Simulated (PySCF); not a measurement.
A calculated (UHF, PySCF 2.14, pcseg-2, the non-relativistic Hamiltonian (point nucleus)) atom or ion has these occupied shells.

```
shell  electrons  orbital energy (eV)  rms radius, mean of both spins (bohr)
   1s          2              -76.099                                  0.676
```

(1) Name the element and its charge.

Results:

(1) Li⁺ (lithium, charge +1), in 1s2, closed-shell 1S.
